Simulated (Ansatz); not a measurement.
`CC(=S)[SiH2]O` + CH₄ → `C[SiH2]C(C)=S` + H₂O  (formal exchange of groups at the Si–O bond)

Calculated with Ansatz (gas phase, PBE0-D4/def2-TZVP geometries, no zero-point term in ΔE). CBS: MP2 limit from def2 TZ/QZ plus the TZ coupled-cluster correction, frozen cores. This one scheme is used for every species. Functionals use def2-TZVPP. One conformer a species, not always the lowest.

```
        species  r2SCANh energy (Eh)
`CC(=S)[SiH2]O`           -842.69561
            CH₄            -40.49979
`C[SiH2]C(C)=S`           -806.73562
            H₂O            -76.41862
```

Work out ΔE.

ΔE = (-806.73562) + (-76.41862) − (-842.69561) − (-40.49979) = 0.04116 Eh = +1.12 eV. CCSD(T)/CBS gives +1.04 eV.

Largest T1 diagnostic among the species: 0.015.

In def2-TZVPP, CCSD(T) changes the Hartree–Fock value by −0.15 eV (the triples alone add −0.01 eV) and MP2 by −0.14 eV. The D4 term adds −0.04 eV with B3LYP and −0.02 eV with PBE0; it sums over pairs of atoms, weighted by their polarisabilities, and B3LYP, whose exchange is more repulsive, gets the larger term. Leaving LDA and LC-ωPBE aside and taking each functional with its dispersion term where it has one, the values, not all of them listed here, spread over 0.15 eV, from revPBE-D4 to BHLYP-D4.

B3LYP here is the variant with VWN-RPA as its local correlation; programs differ in this.
